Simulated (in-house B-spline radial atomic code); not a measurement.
Radial electron density of neutral boron, [He] 2s2 2p1. Computed with an all-electron radial atomic-structure program (B-spline basis): scalar-relativistic (X2C) B97-1, spin-polarised, spherical fractional occupations, exact exchange averaged over the configuration, Fermi nucleus of rms radius 2.406 fm.

Columns: r (bohr), 4πr²n(r) (electrons per bohr), bar.

```
  0.0123   0.1234 #
  0.0145   0.1675 #
   0.017   0.2242 ##
    0.02   0.3007 ###
  0.0235   0.4004 ###
  0.0276   0.5296 #####
  0.0324    0.695 ######
  0.0381   0.9072 ########
  0.0448    1.172 ##########
  0.0526    1.495 #############
  0.0618    1.882 ################
  0.0726    2.332 ####################
  0.0853    2.838 #########################
     0.1    3.374 #############################
   0.118    3.935 ##################################
   0.138    4.426 ######################################
   0.162    4.829 ##########################################
   0.191    5.071 ############################################
   0.224    5.081 ############################################
   0.263     4.83 ##########################################
   0.309    4.319 #####################################
   0.363    3.604 ###############################
   0.427    2.784 ########################
   0.501    2.013 #################
   0.589      1.4 ############
   0.692     1.04 #########
   0.812   0.9429 ########
   0.954     1.05 #########
    1.12    1.251 ###########
    1.32    1.434 ############
    1.55    1.494 #############
    1.82    1.393 ############
    2.13    1.161 ##########
    2.51   0.8492 #######
    2.95   0.5489 #####
    3.46   0.3124 ###
    4.07   0.1519 #
    4.78  0.06381 #
    5.61  0.02319 
    6.59 0.007222 
    7.74 0.001895
```

On this grid the curve has 2 maxima, near 0.224, 1.55 bohr.

The 2s down radial function P(r) = rR(r), positive near the nucleus:

```csv
r (bohr),P
0.004,0.01744
0.00552,0.02383
0.00762,0.03247
0.0105,0.04402
0.0145,0.05947
0.02,0.07965
0.0276,0.1056
0.0381,0.138
0.0526,0.1766
0.0726,0.2193
0.1,0.2606
0.138,0.2909
0.191,0.2936
0.263,0.248
0.363,0.1331
0.501,-0.05863
0.692,-0.307
0.954,-0.5502
1.32,-0.7081
1.82,-0.6987
2.51,-0.5345
3.46,-0.313
4.78,-0.1253
6.59,-0.02899
```
